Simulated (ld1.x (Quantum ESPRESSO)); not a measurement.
**Reading a pseudo-wave (K)**

Columns: radius, all-electron u(r) and pseudo u(r) of the 3p shell (level -18.83 eV) of potassium in the configuration [Ne] 3s2 3p6 4s1 4p0; LDA (PZ), scalar-relativistic, TM scheme, ld1.x (Quantum ESPRESSO) 7.5.

| r (bohr) | all-electron | pseudo |
| --- | --- | --- |
| 0.098 | 0.2698 | -0.0170 |
| 0.195 | 0.4357 | -0.0660 |
| 0.292 | 0.3628 | -0.1432 |
| 0.390 | 0.1548 | -0.2437 |
| 0.488 | -0.0941 | -0.3588 |
| 0.585 | -0.3273 | -0.4782 |
| 0.682 | -0.5228 | -0.5936 |
| 0.780 | -0.6741 | -0.6975 |
| 0.878 | -0.7801 | -0.7813 |
| 0.975 | -0.8455 | -0.8402 |
| 1.072 | -0.8786 | -0.8737 |
| 1.170 | -0.8859 | -0.8835 |
| 1.268 | -0.8736 | -0.8729 |
| 1.365 | -0.8475 | -0.8474 |
| 1.463 | -0.8113 | -0.8113 |
| 1.560 | -0.7692 | -0.7692 |
| 1.658 | -0.7229 | -0.7229 |
| 1.755 | -0.6753 | -0.6753 |
| 1.852 | -0.6275 | -0.6275 |
| 1.950 | -0.5800 | -0.5800 |
| 2.047 | -0.5345 | -0.5345 |
| 2.145 | -0.4905 | -0.4905 |
| 2.242 | -0.4493 | -0.4493 |
| 2.340 | -0.4102 | -0.4102 |
| 2.438 | -0.3738 | -0.3738 |
| 2.535 | -0.3402 | -0.3402 |

How many radial nodes do the two functions have?

The all-electron 3p function has n − l − 1 = 1; the pseudo-wave has 0, since the states of the same l below it are removed with the core.

At about which radius was the pseudo-wave matched?

1.55 bohr. The columns agree to 0.0005 from 1.36 bohr on; several derivatives are matched, so the curves merge somewhat inside the radius.

Is the pseudo-wave norm-conserving?

Yes: the TM scheme keeps the norm inside the radius equal to the all-electron one, which fixes the energy derivative of the logarithmic derivative at the level.
